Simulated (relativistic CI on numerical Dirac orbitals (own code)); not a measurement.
# Electric-dipole lines of Gd57+

Computed by Dirac-Coulomb-Breit CI, separate exchange-only KLI orbitals for each configuration, model QED (radiative potential, 1s self-energy scaled to tabulated hydrogen-like ionisation energies), unscaled Slater integrals (own radial code, finite nucleus).

Configurations in the expansion (outside the closed core 1s2): 2s2.2p3, 2s.2p4, 2p5, 2p4.3s, 2p4.3p, 2p4.3d, 2s2.2p2.3s, 2s2.2p2.3p, 2s2.2p2.3d, 2s.2p3.3s, 2s.2p3.3p, 2s.2p3.3d, 2s2.2p2.4s, 2s2.2p2.4p, 2s2.2p2.4d, 2s2.2p2.4f, 2s.2p3.4s, 2s2.2p.3s2, 2s.2p3.4p, 2s.2p3.4d, 2s.2p3.4f, 2s2.2p.3s.3p, 2s2.2p2.5s, 2s2.2p.3s.3d, 2s2.2p2.5p, 2s2.2p.3p2, 2s2.2p2.5d, 2s2.2p2.5f, 2s2.2p2.5g, 2s2.2p.3p.3d, 2s.2p2.3s2, 2s2.2p.3d2, 2s.2p2.3s.3p, 2s.2p2.3s.3d, 2s.2p2.3p2, 2s.2p3.5s. Levels of other configurations are missing.

```csv
λ vac (nm),Lower,Upper,A (s⁻¹),gf,Branching (%)
0.16134,2s2.2p3 2D°_5/2 [3],2s2.2p2.3d 2F_7/2 [113],7.06e+14,2.20e+00,100.0
0.16155,2s2.2p3 2P°_3/2 [1],2s2.2p2.3d 2D_5/2 [48],8.27e+14,1.94e+00,98.7
0.16195,2s.2p4 2D_5/2 [10],2s.2p3.3d 2F°_7/2 [236],8.00e+14,2.52e+00,99.4
0.16199,2s.2p4 4P_5/2 [5],2s.2p3.3d 4P°_3/2 [153],1.21e+15,1.90e+00,91.4
0.16203,2s.2p4 4P_5/2 [5],2s.2p3.3d 4D°_7/2 [151],6.70e+14,2.11e+00,97.9
0.16204,2s.2p4 4P_5/2 [5],2s.2p3.3d 4D°_5/2 [150],9.75e+14,2.30e+00,96.3
0.17624,2s2.2p3 2P°_3/2 [8],2s2.2p2.3d 2D_5/2 [127],7.52e+14,2.10e+00,99.2
0.17654,2s2.2p3 4S°_3/2 [2],2s2.2p2.3d 2D_5/2 [55],7.17e+14,2.01e+00,61.6
0.17670,2s.2p4 2D_5/2 [10],2s.2p3.3d 2F°_7/2 [185],8.97e+14,3.36e+00,99.4
0.17689,2s2.2p3 2P°_3/2 [8],2s2.2p2.3d 2D_3/2 [123],1.15e+15,2.16e+00,90.8
0.17691,2s2.2p3 2D°_5/2 [3],2s2.2p2.3d 2F_7/2 [56],1.27e+15,4.78e+00,100.0
0.17692,2s2.2p3 4S°_3/2 [2],2s2.2p2.3d 2F_5/2 [54],5.94e+14,1.67e+00,70.7
0.17699,2s2.2p3 2P°_3/2 [8],2s2.2p2.3d 2D_5/2 [122],8.79e+14,2.48e+00,96.8
0.17735,2s2.2p3 2P°_3/2 [1],2s2.2p2.3d 2D_5/2 [20],7.74e+14,2.19e+00,100.0
0.17762,2s.2p4 4P_5/2 [5],2s.2p3.3d 4D°_7/2 [73],1.10e+15,4.15e+00,99.8
0.17770,2s.2p4 2D_3/2 [12],2s.2p3.3d 2D°_5/2 [191],1.38e+15,3.92e+00,97.0
0.17808,2s.2p4 2P_3/2 [7],2s.2p3.3d 2D°_5/2 [81],1.12e+15,3.20e+00,99.2
0.17836,2p5 2P°_1/2 [15],2p4.3d 2D_3/2 [277],1.61e+15,3.08e+00,98.0
0.52900,2s2.2p2.3d 2D_3/2 [19],2s2.2p2.4f 2F°_5/2 [221],1.55e+14,3.89e+00,93.0
0.54199,2s2.2p2.3d 2D_5/2 [20],2s2.2p2.4f 2F°_7/2 [222],1.60e+14,5.64e+00,98.3
```

Terms are leading LS components. Brackets give the number of a level in order of energy, since labels repeat. The list gives strong lines, with weight on those to low levels, without lines whose two gauges differ by over a factor of 2.5, among the lowest 400 of 1177 levels, so that lines to higher ones, which can be the strongest, are missing. Levels whose partners in the same complex of configurations lie outside the list can be far off, and so can their lines. Rates are taken at the computed energies, electric ones in the length gauge.

At this charge energies of transitions that change n are usually good to better than 1 %, and those within a shell (Δn = 0) to a few per cent.

LS names give the leading component of a level, which can be under half, so a name can repeat, a term be missing and a line seem to break the LS rules.
